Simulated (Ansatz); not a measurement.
Geometry optimisation, RKS PBE/def2-SVP in Ansatz 0.2.0.

Input file:

```yaml
crystal:
  periodic: [false, false, false]
  atoms:
    - { symbol: Ge, position_ang: [0.236447, 0.084381, -0.106332] }
    - { symbol: F, position_ang: [0.17063, 0.01672, 1.59924] }
    - { symbol: F, position_ang: [1.904136, -0.055539, -0.522368] }
    - { symbol: F, position_ang: [-0.305384, 1.581537, -0.750404] }
    - { symbol: F, position_ang: [-0.558141, -1.287683, -0.792846] }
    - { symbol: O, position_ang: [-2.516468, 0.027426, 0.975828] }
    - { symbol: H, position_ang: [-2.651297, -0.885695, 0.655896] }
    - { symbol: H, position_ang: [-1.942122, -0.110848, 1.772085] }
basis:
  gaussian: { orbitals: def2-SVP }
hamiltonian:
  xc: pbe
relax:
  f_tol: 0.03
  max_steps: 50
```

Command:

```bash
$ ansatz run input.yaml --threads 2 --pin off --max-ram 3072MiB --backend cpu --events-out ev --progress --plain --runs-dir out
```

Task: Where does it end, and by what steps?

Result: The forces met the threshold. After 7 steps the energy has fallen by 0.264 eV; O6 moved furthest, 0.45 Å.

```tsv
step	energy less start (eV)	largest force component (eV/Å)	accepted
0	0.0000	0.832	yes
1	-0.0506	1.211	yes
2	-0.1543	1.008	yes
3	-0.2301	0.964	yes
4	-0.2581	0.224	yes
5	-0.2627	0.055	yes
6	-0.2621	0.099	no
7	-0.2638	0.012	yes
```

```xyz
8
Properties=species:S:1:pos:R:3
Ge 0.011 0.058 0.012
F 0.267 -0.006 1.741
F 1.655 -0.052 -0.537
F -0.463 1.578 -0.662
F -0.642 -1.391 -0.719
O -2.105 0.059 0.787
H -2.424 -0.808 0.460
H -1.961 -0.068 1.748
```

Whether the end is a true minimum wasn't checked by a vibrational analysis.

Time of the run: 9.9 s on 2 threads of Intel(R) Xeon(R) 6975P-C (Granite Rapids), with other jobs on the host, peak memory 0.17 GiB.
